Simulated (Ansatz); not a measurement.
Basis-set series for CH5AlS2. The species carries charge 0 and has multiplicity 1. The bonds changed during the relaxation, so this is another structure than the one it started from. Geometry: relaxed with PBE0-D4/def2-TZVP. It is one conformer, not always the lowest.

```xyz
9

C    -0.815    0.770   -0.799
Al   -0.441   -0.669    0.462
S     1.303   -2.028    0.023
S     1.812   -0.519    1.367
H    -1.151    1.675   -0.285
H     0.056    1.024   -1.408
H    -1.617    0.476   -1.484
H    -1.417   -1.155    1.607
H     2.270    0.427    0.518
```

```csv
functional,basis,functions,energy (Eh),HOMO (eV),LUMO (eV)
PBE0-D4,def2-TZVPP,227,-1079.59161,-7.25,-1.44
PBE0-D4,def2-QZVPP,417,-1079.62575,-7.28,-1.53
ωB97M-V,def2-TZVPP,227,-1079.93846,-9.40,0.62
ωB97M-V,def2-QZVPP,417,-1079.97102,-9.43,0.31
```

Task: Give the rows for def2-SVP. (Estimate.)

Result: Computed: 
```csv
functional,basis,functions,energy (Eh),HOMO (eV),LUMO (eV)
PBE0-D4,def2-SVP,93,-1079.17798,-7.18,-1.26
ωB97M-V,def2-SVP,93,-1079.52469,-9.29,0.96
```

Positive LUMOs are unbound and depend on the basis.
